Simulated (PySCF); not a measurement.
Isomers C5H7FO2Si:

A. SMILES COC1=CO[SiH2]C=C1F
B. `InChI=1S/C5H7FO2Si/c1-8-5-3-9(7)2-4(5)6/h2-3,7,9H,1H3/t9-/m0/s1`
C. SMILES O=C1OCC=C1C[SiH2]F
D. `O=C/C=C(\[SiH2]C(C)=O)F`

Spectrum 1. 1H NMR (500 MHz, computed): δ 6.33 (m, 1H), 5.92 (m, 2H), 4.89 (m, 1H), 3.56 (s, 3H). 13C{1H} NMR (computed): δ 173.1 (C), 142.2 (C), 135.1 (CH), 89.6 (CH), 55.2 (CH3).

Spectrum 2. 1H NMR (500 MHz, computed): δ 7.14 (t, 1H), 5.23 (m, 2H), 4.96 (m, 2H), 2.11 (m, 2H). 13C{1H} NMR (computed): δ 178.2 (C), 150.3 (CH), 138.3 (C), 73.4 (CH2), 19.7 (CH2).

Spectrum 3. 1H NMR (500 MHz, computed): δ 9.45 (m, 1H), 6.77 (m, 1H), 4.80 (m, 2H), 2.57 (s, 3H). 13C{1H} NMR (computed): δ 235.3 (C), 213.1 (C), 200.3 (CH), 126.0 (CH), 41.3 (CH3).

Spectrum 4. 1H NMR (500 MHz, computed): δ 5.07 (m, 1H), 4.96 (m, 1H), 4.00 (m, 1H), 3.79 (s, 3H), 1.20 (br s, 1H). 13C{1H} NMR (computed): δ 177.2 (C), 173.3 (C), 103.8 (CH), 91.0 (CH), 56.8 (CH3).

Computed data (PySCF 2.14): GFN2-xTB structure, σ from GIAO-PBE0/pcSseg-1. Non-relativistic Hamiltonian, rapidly exchanging positions averaged, a single conformation, gas phase.

Chemical shifts δ = σref − σ; 1H and 13C vs TMS, all at this level. Splittings of carbon signals by F and P are missing where no couplings were computed. Where no couplings were computed, multiplicities follow the n + 1 count of equivalent neighbours, and m marks all less simple cases (inequivalent or close neighbours, rings, F or P nearby). Shifts are as computed. Against solution values, carbons near 30 ppm lie about +3 ppm off and those near 130 ppm about +5 ppm. Of 1309 compounds with measured shifts, 239 miss one by over three times the rms of a fit or turn the order of signals round; such compounds aren't used in these exercises. OH and NH positions are gas-phase values without hydrogen bonding to other molecules.

**Question.** Match each spectrum to its structure.

**Answer.** 1–A, 2–C, 3–D, 4–B.

- Spectrum 1 (A): 5 13C signals; δC 142.2 is an alkene carbon bearing oxygen; δC 135.1 is an alkene carbon bearing oxygen.
- Spectrum 2 (C): 5 13C signals; δC 178.2 is an ester carbonyl carbon; δC 150.3 is a β carbon of a C=C–C=O unit.
- Spectrum 3 (D): 5 13C signals; δC 213.1 is a β carbon of a C=C–C=O unit; δC 200.3 is an aldehyde carbonyl carbon.
- Spectrum 4 (B): 5 13C signals; δC 173.3 is an alkene carbon bearing oxygen; δC 103.8 is an alkene CH.
